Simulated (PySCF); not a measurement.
Does the answer move with the share of exact exchange?

Germanium monosulfide, GeS.
Bonds: S1–Ge2 (triple).

PySCF, def2-SVPD basis, density fitting, gas phase, PBE0-D3(BJ)/def2-SVP geometry; singlet excitations by full TDDFT with frozen cores, triplets by Tamm–Dancoff TDDFT and ionisation energies by ΔSCF, from the lowest of the holes tried. One functional is left out:

```csv
functional,exact exchange (%),HOMO energy (eV),LUMO energy (eV),lowest singlet excitation (eV),lowest triplet excitation (eV),dipole moment (D),mean polarisability (au),vertical ionisation energy (eV)
LDA,0,-7.10,-3.35,3.80,3.20,1.956,52.3,10.56
PBE,0,-6.96,-3.18,3.83,3.08,2.031,52.7,10.33
B3LYP,20,-7.78,-2.63,3.77,3.09,2.230,52.1,10.30
BHandHLYP,50,-8.88,-1.61,3.81,3.12,2.497,51.2,10.03
```

Predict the row of PBE0 (25 % exact exchange) by straight lines through the other rows, and check it.

```csv
property,line,computed,computed − line,"B3LYP (20 %), for comparison"
HOMO energy (eV),-7.96,-8.04,-0.08,-7.78
LUMO energy (eV),-2.44,-2.45,-0.01,-2.63
lowest singlet excitation (eV),3.80,3.86,+0.06,3.77
lowest triplet excitation (eV),3.12,3.08,-0.04,3.09
dipole moment (D),2.254,2.268,+0.014,2.230
mean polarisability (au),51.9,51.7,-0.2,52.1
vertical ionisation energy (eV),10.24,10.28,+0.04,10.30
```

Which of these properties follows the share of exact exchange most closely, and which least?

Most closely the HOMO energy, least the lowest singlet excitation; the correlations over the tabulated rows are HOMO energy -0.998, LUMO energy 0.996, dipole moment 0.989, mean polarisability -0.962, vertical ionisation energy -0.900, lowest triplet excitation -0.201, lowest singlet excitation -0.155. The HOMO energy moves by -0.370 eV for every 10 %. Functionals with the same share still differ in their other parts: at 0 % LDA and PBE differ by 0.14 eV in it.
